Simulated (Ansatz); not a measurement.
Si(vinyl)2(NHMe)2 (C₆H₁₄N₂Si), 23 atoms. Hardware: 4 threads of Arm Neoverse V2 on a shared host.

Correlated methods freeze 13 core orbitals.

How many basis functions does each of these Ansatz runs have, and roughly what does it cost? HF/def2-TZVP, charge -1 doublet at the geometry of the charge 0 singlet, energy, from earlier orbitals; r2SCAN-D4/def2-TZVP, charge 0 singlet, energy and forces, from earlier orbitals; PBE-D4/def2-TZVP, charge -1 doublet at the geometry of the charge 0 singlet, energy, from earlier orbitals; PBE0-D4/def2-SVP, charge 0 singlet, energy, from earlier orbitals; HSE06-D4/def2-TZVP, charge 0 singlet, energy, from earlier orbitals; MP2/def2-TZVP, charge 0 singlet, energy, from earlier orbitals; PBE0-D4/def2-TZVP, charge 1 doublet at the geometry of the charge 0 singlet, energy; HF/def2-TZVP, charge 1 doublet at the geometry of the charge 0 singlet, energy, from earlier orbitals; PBE0-D4/def2-TZVP, charge 0 singlet, energy, from earlier orbitals; PBE-D4/def2-SVP, charge 0 singlet, relaxation, 26 steps; HF/def2-TZVP, charge 0 singlet, energy, from earlier orbitals; r2SCAN-D4/def2-TZVP, charge 0 triplet at the geometry of the charge 0 singlet, energy, from earlier orbitals.

Other jobs shared the machine, so times can vary by a factor of up to 3. A dash marks memory too small to be measured apart from the calling script's.

```
                                                                                                         run  functions  fitting or Cholesky vectors  wall time  peak host memory (GiB)
                                           PBE0-D4/def2-SVP, charge 0 singlet, energy, from earlier orbitals        200                         2300      4.1 s                     0.8
                                               HF/def2-TZVP, charge 0 singlet, energy, from earlier orbitals        369                         2686        7 s                     1.7
                                          PBE0-D4/def2-TZVP, charge 0 singlet, energy, from earlier orbitals        369                         2274       10 s                     1.6
                                         HSE06-D4/def2-TZVP, charge 0 singlet, energy, from earlier orbitals        369                         2274       11 s                     1.7
                             r2SCAN-D4/def2-TZVP, charge 0 singlet, energy and forces, from earlier orbitals        369                         2258       13 s                    0.77
                                              MP2/def2-TZVP, charge 0 singlet, energy, from earlier orbitals        369                         2495       14 s                     1.6
  PBE-D4/def2-TZVP, charge -1 doublet at the geometry of the charge 0 singlet, energy, from earlier orbitals        369                         2258       14 s                    0.83
r2SCAN-D4/def2-TZVP, charge 0 triplet at the geometry of the charge 0 singlet, energy, from earlier orbitals        369                         2258       24 s                    0.94
                         PBE0-D4/def2-TZVP, charge 1 doublet at the geometry of the charge 0 singlet, energy        369                         2274       41 s                     1.8
                                                     PBE-D4/def2-SVP, charge 0 singlet, relaxation, 26 steps        200                         2300       59 s                       –
       HF/def2-TZVP, charge 1 doublet at the geometry of the charge 0 singlet, energy, from earlier orbitals        369                         2686    1.7 min                     1.8
      HF/def2-TZVP, charge -1 doublet at the geometry of the charge 0 singlet, energy, from earlier orbitals        369                         2686    1.9 min                     1.9
```
